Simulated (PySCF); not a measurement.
C5H12SSi.
Cartesian coordinates in Å at the GFN2-xTB level; atoms count from 1:
```
atom  x, y, z in Å
C1    -3.621    0.668   -0.458
S2    -2.957   -0.991   -0.136
C3    -1.241   -0.769   -0.706
C4    -0.408    0.105    0.227
C5     1.014    0.152   -0.237
C6     2.067   -0.197    0.490
Si7    3.849   -0.147   -0.101
H8    -4.693    0.607   -0.305
H9    -3.192    1.386    0.235
H10   -3.409    0.948   -1.486
H11   -0.829   -1.778   -0.749
H12   -1.275   -0.357   -1.715
H13   -0.464   -0.292    1.242
H14   -0.817    1.120    0.231
H15    1.149    0.496   -1.256
H16    1.890   -0.534    1.505
H17    4.441   -1.478    0.057
H18    4.602    0.815    0.708
H19    3.884    0.254   -1.509
```

Computed, not measured: TDDFT CAM-B3LYP/def2-SVPD, vertical, gas phase, core orbitals frozen in the response in PySCF 2.14.0, density-fitted response routines.

**Question.** List the vertical singlet excitations with oscillator strengths and describe the spectrum.

**Answer.** 

```json
{"state": "S1", "λ (nm)": "227.0", "E (eV)": "5.46", "f": "0.0014", "main configurations (H = HOMO, L = LUMO)": "H→L+2 (56%), H→L+3 (11%), H→L (10%)"}
{"state": "S2", "λ (nm)": "202.6", "E (eV)": "6.12", "f": "0.041", "main configurations (H = HOMO, L = LUMO)": "H→L (67%), H→L+2 (16%)"}
{"state": "S3", "λ (nm)": "202.3", "E (eV)": "6.13", "f": "0.036", "main configurations (H = HOMO, L = LUMO)": "H→L+3 (38%), H→L+1 (24%), H→L+5 (19%)"}
{"state": "S4", "λ (nm)": "187.8", "E (eV)": "6.60", "f": "0.070", "main configurations (H = HOMO, L = LUMO)": "H→L+4 (60%), H→L+1 (13%), H→L (9%)"}
{"state": "S5", "λ (nm)": "180.8", "E (eV)": "6.86", "f": "0.025", "main configurations (H = HOMO, L = LUMO)": "H→L+6 (39%), H→L+5 (22%), H→L+4 (14%)"}
{"state": "S6", "λ (nm)": "176.4", "E (eV)": "7.03", "f": "0.259", "main configurations (H = HOMO, L = LUMO)": "H-2→L (36%), H-1→L (31%), H-3→L (20%)"}
{"state": "S7", "λ (nm)": "174.5", "E (eV)": "7.11", "f": "0.284", "main configurations (H = HOMO, L = LUMO)": "H-1→L (41%), H→L+1 (12%), H-1→L+1 (9%)"}
{"state": "S8", "λ (nm)": "173.5", "E (eV)": "7.15", "f": "0.137", "main configurations (H = HOMO, L = LUMO)": "H-1→L+1 (19%), H-1→L (18%), H→L+6 (12%)"}
```

Triplets (Tamm–Dancoff): T1 4.32 eV, H-1→L (80%); T2 5.04 eV, H→L+2 (48%), H→L+3 (11%), H→L+14 (11%); T3 5.65 eV, H→L (34%), H→L+4 (11%).

The lowest singlet lies at 5.46 eV (227 nm, ultraviolet) and is very weak; its leading configuration is HOMO→LUMO+2 (56%). The strongest level in the table is S7 at 7.11 eV (174 nm, f = 0.284). S2/S3 lie within about 0.01 eV of each other. Löwdin shares by element: HOMO sulfur 68%, carbon 18% or more; LUMO carbon 62% or more, silicon 10% (atoms not listed hold the other 28%). Of the 8 states listed, 7 reach f = 0.01 and none stays under 0.0005. Orbital energies (eV): HOMO-3 -10.47, HOMO-2 -9.99, HOMO-1 -9.01, HOMO -7.70, LUMO 0.83, LUMO+1 1.22, LUMO+2 1.26. The listed states span 1.68 eV, and the widest gap between neighbours is 0.66 eV (S1 to S2). The window holds the lowest 8 singlets.

One conformer stands for the species.
